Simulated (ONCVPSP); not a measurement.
**F (Z = 9): one change to an ONCV potential, before and after**

| Item | Value |
| --- | --- |
| Element | fluorine (F) |
| Generator | ONCVPSP 4.0.1 |
| Type | optimised norm-conserving Vanderbilt (ONCV) |
| Functional | PBE |
| Relativity | fully relativistic |
| Frozen core | [He] |
| Valence charge | 7 |
| Reference configuration | 2s2 2p5 |
| Partial waves | 2s: rc 0.75 bohr, ncon 4, nbas 8, qcut 8.5 1/bohr, 2 projectors, debl 2 Ha; 2p: rc 1.50 bohr, ncon 4, nbas 7, qcut 7.1 1/bohr, 2 projectors, debl 3.9 Ha; d scattering state at 0.02 Ha: rc 1.55 bohr, ncon 4, nbas 7, qcut 5.5 1/bohr, 2 projectors, debl 0.5 Ha |
| Local potential | polynomial inside 0.60 bohr (lpopt 5, dvloc0 3 Ha) |
| Core correction | Teter function, fcfact 4.5, rcfact 1.35 |

Open shells are filled in proportion to 2j + 1.

Change: s: qcut 5.7; p: qcut 4.8; d: qcut 3.7.

Cutoffs: the cutoffs (Ha) at which the residual kinetic energy of the hardest occupied pseudo-wave falls to 1 and 0.1 mHa per electron; they do not see the model core or the augmentation charge, which bear on the density cutoff. Errors are all-electron minus pseudo energies relative to the spin-unpolarised reference configuration.

Task: Predict the effect on cutoff, ghosts and configuration errors.

Result: The potential gets harder (145 Ha and 296 Ha → 279 Ha and 327 Ha); the lowest positive-energy flag moves from d5/2 at 11.8 eV to d5/2 at 64.5 eV; of the 4 tests that both files solve, the error grows in 4 and shrinks in 0 by more than 15 % and 0.3 meV (median size 293.9 → 512.8 meV); the range in which the d5/2 phases agree narrows (upper end at the end of the scan → 2.2); the range in which the d3/2 phases agree narrows (upper end at the end of the scan → 2.2); neither file shows a bound ghost.

| quantity | base | changed |
| --- | --- | --- |
| cutoff, loose | 145 Ha | 279 Ha |
| cutoff, tight | 296 Ha | 327 Ha |
| loose cutoff by channel | s 145 Ha, p 25 Ha | s 279 Ha, p 65 Ha |
| bound ghosts | none | none |
| GHOST(+) flags under 300 eV | d5/2 at 11.8 eV, d3/2 at 11.9 eV | d5/2 at 64.5 eV, d3/2 at 66.0 eV |
| error for 2s2 2p4, meV [ΔE 19.39 eV] | +71 | +128 |
| error for 2s2 2p3, meV [ΔE 57.77 eV] | +517 | +898 |
| error for 2s2 2p2, meV [ΔE 118.41 eV] | +1864 | +3129 |
| error for 2s2 2p4.5, meV [ΔE 7.54 eV] | +12 | +22 |
| s: phases at 0.76 bohr within 0.05 rad from the reference energy up to (Ha; the scan ends near 5) | to the end of the scan | to the end of the scan |
| p3/2: phases at 1.52 bohr within 0.05 rad from the reference energy up to (Ha; the scan ends near 5) | to the end of the scan | to the end of the scan |
| p1/2: phases at 1.52 bohr within 0.05 rad from the reference energy up to (Ha; the scan ends near 5) | to the end of the scan | to the end of the scan |
| d5/2: phases at 1.58 bohr within 0.05 rad from the reference energy up to (Ha; the scan ends near 5) | to the end of the scan | 2.2 |
| d3/2: phases at 1.58 bohr within 0.05 rad from the reference energy up to (Ha; the scan ends near 5) | to the end of the scan | 2.2 |
| rms error of d²Exc/dni dnj with the model core, mHa | 10.65 | 9.93 |
